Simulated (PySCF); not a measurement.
PySCF 2.14 output of a UHF calculation on a single atom or ion in Sapporo-DKH3-DZP-2012 (6s4p3d1f, 40 functions), with the spin-free X2C one-electron Hamiltonian (Gaussian nucleus):

```
SCF conv_tol = 1e-09
number electrons alpha = 15  beta = 14
cycle= 1 E= -1793.93775674841  delta_E= -1.32e-09  |g|= 2.59e-05  |ddm|= 0.000145
cycle= 2 E= -1793.9377567486  delta_E= -1.94e-10  |g|= 2.51e-05  |ddm|= 5.11e-05
converged SCF energy = -1793.9377567486  <S^2> = 0.75048987  2S+1 = 2.0004898
```

The run itself started from symmetry-adapted Hartree-Fock orbitals and held the occupation by maximum overlap, so the iterations belong to that start.

Problem. Which element, charge and spin multiplicity is this?

Solution. Zn⁺ (zinc, charge +1), multiplicity 2; the state was [Ar] 3d10 4s1, 2S determinant.
